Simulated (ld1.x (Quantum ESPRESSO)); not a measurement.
**Scattering properties, PAW potential for K (Z = 19)**

| Item | Value |
| --- | --- |
| Element | K |
| Generator | ld1.x (Quantum ESPRESSO) 7.5 |
| Type | PAW |
| Functional | PBE |
| Relativity | scalar-relativistic |
| Frozen core | [Ne] |
| Valence charge | 9 |
| Reference configuration | 3s2 3p6 4s0.75 4p0.25 |
| Partial waves | 3s (bound): rcut 1.70, rcutus 1.90 bohr; 4s (bound): rcut 1.70, rcutus 1.90 bohr; 3p (bound): rcut 2.50, rcutus 2.70 bohr; 4p (bound): rcut 2.50, rcutus 2.70 bohr; 3d channel at 0.45 Ry: rcut 2.10, rcutus 2.60 bohr; 3d channel at 1.8 Ry: rcut 2.10, rcutus 2.60 bohr |
| Local potential | all-electron potential smoothed inside 2.20 bohr (lloc = -1) |
| Core correction | a·sin(br)/r model core inside 1.75 bohr |
| Augmentation charge | BESSEL, radius 1.55 bohr |

The phase is arctan(r·u′/u) with u = r·R(r), unwrapped; energies in Ry, scanned from -5 to 5 Ry. A pole is an energy at which the radial function vanishes at the test radius. The pseudo phase is shifted by a multiple of π to meet the all-electron one at the reference energy, and phase errors are pseudo minus all-electron; the curves can meet again beyond the range given. Levels narrower than the energy grid can be missing from the lists of poles.

A narrow feature of the pseudo curve, probably an extra level, lies near 0.42 Ry in the s channel; the grid steps over it, so the window and error are not given (n/a).

For each channel, where are the poles, and over which energies does the pseudopotential scatter like the atom?

| channel | radius (bohr) | reference energy (Ry) | poles, all-electron | poles, pseudo | unbroken range about the reference energy with phases within 0.05 rad | phase error 1 Ry above the reference energy (rad) |
| --- | --- | --- | --- | --- | --- | --- |
| s | 2.96 | -0.18 | -2.58, 2.46 | -2.58, 2.46 | n/a | n/a |
| p | 2.96 | -0.07 | -1.30, 3.23 | -1.30, 1.37 | below 0.4 | -0.856 |
| d | 2.96 | 0.45 | 0.63, 4.31 | 0.63, 4.18 | the whole range | -0.000 |

The ghost test of this file was not conclusive. Its overlap operator is not positive definite in a basis up to 400 Ry (lowest eigenvalue s -0.51, p -0.06), so the file is unfit for use: the generalised eigenproblem breaks down once the basis is large enough, and its test numbers describe a broken file.

Phases in the p channel:

| E (Ry) | all-electron | pseudo |
| --- | --- | --- |
| -5.00 | 1.412 | 1.404 |
| -4.74 | 1.408 | 1.399 |
| -4.48 | 1.402 | 1.393 |
| -4.22 | 1.396 | 1.387 |
| -3.96 | 1.389 | 1.380 |
| -3.70 | 1.382 | 1.372 |
| -3.44 | 1.373 | 1.363 |
| -3.18 | 1.363 | 1.352 |
| -2.92 | 1.350 | 1.338 |
| -2.66 | 1.334 | 1.322 |
| -2.40 | 1.312 | 1.300 |
| -2.14 | 1.279 | 1.265 |
| -1.88 | 1.214 | 1.198 |
| -1.62 | 0.948 | 0.924 |
| -1.36 | -1.453 | -1.454 |
| -1.10 | -1.717 | -1.722 |
| -0.84 | -1.796 | -1.801 |
| -0.58 | -1.854 | -1.858 |
| -0.32 | -1.915 | -1.917 |
| -0.06 | -1.994 | -1.994 |
| 0.20 | -2.113 | -2.120 |
| 0.46 | -2.318 | -2.392 |
| 0.72 | -2.721 | -3.214 |
| 0.98 | -3.400 | -4.248 |
| 1.24 | -3.973 | -4.616 |
| 1.50 | -4.269 | -4.785 |
| 1.76 | -4.425 | -4.901 |
| 2.02 | -4.519 | -5.007 |
| 2.28 | -4.582 | -5.127 |
| 2.54 | -4.629 | -5.284 |
| 2.80 | -4.665 | -5.516 |
| 3.06 | -4.695 | -5.869 |
| 3.32 | -4.722 | -6.335 |
| 3.58 | -4.746 | -6.769 |
| 3.84 | -4.769 | -7.069 |
| 4.10 | -4.793 | -7.258 |
| 4.36 | -4.819 | -7.382 |
| 4.62 | -4.848 | -7.467 |
| 4.88 | -4.883 | -7.529 |
